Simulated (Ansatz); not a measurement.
CH8BNOSi (`B[SiH2]C(N)O`), relaxed with RKS PBE-D4/def2-SVP in Ansatz from a rough embedded geometry. The force threshold is 0.03 eV/Å; the program also tests the step.

Total charge 0; spin multiplicity 1.

Start:

```xyz
13

B     1.030   -1.957   -0.376
Si    0.658   -0.129   -0.823
C    -0.499    0.570    0.442
N    -0.812    1.954    0.229
O    -1.755   -0.110    0.384
H     0.597   -2.520    0.520
H     1.779   -2.600   -1.111
H    -0.004   -0.066   -2.147
H     1.917    0.620   -0.784
H    -0.057    0.429    1.498
H    -1.410    2.327    0.929
H     0.141    2.473    0.403
H    -1.585   -0.990    0.836
```

| step | energy (eV) | largest force (eV/Å) | largest move (Å) |
| --- | --- | --- | --- |
| 1 | -13238.7398 | 3.931 | 0.000 |
| 2 | -13239.1559 | 1.338 | 0.146 |
| 3 | -13239.2149 | 0.249 | 0.086 |
| 4 | -13239.2175 | 0.310 | 0.083 |
| 5 | -13239.2307 | 0.108 | 0.036 |
| 6 | -13239.2326 | 0.171 | 0.163 |
| 7 | -13239.2373 | 0.097 | 0.060 |
| 8 | -13239.2389 | 0.111 | 0.051 |
| 9 | -13239.2399 | 0.042 | 0.030 |
| 10 (rejected) | -13239.2396 | 0.102 | 0.071 |
| 11 | -13239.2403 | 0.055 | 0.036 |
| 12 | -13239.2409 | 0.043 | 0.034 |
| 13 | -13239.2411 | 0.039 | 0.029 |
| 14 (rejected) | -13239.2411 | 0.051 | 0.043 |
| 15 | -13239.2413 | 0.017 | 0.021 |

End:

```xyz
13

B     1.011   -2.066   -0.470
Si    0.743   -0.091   -0.734
C    -0.500    0.618    0.565
N    -0.900    1.961    0.240
O    -1.675   -0.211    0.473
H     0.286   -2.732    0.252
H     1.900   -2.665   -1.048
H     0.111    0.078   -2.096
H     2.062    0.659   -0.762
H    -0.070    0.503    1.601
H    -1.372    2.421    1.029
H    -0.106    2.544   -0.042
H    -1.490   -1.018    0.990
```

Run time 23 s (4 threads of an Arm Neoverse V1 on a shared host); peak host memory 0.19 GiB.
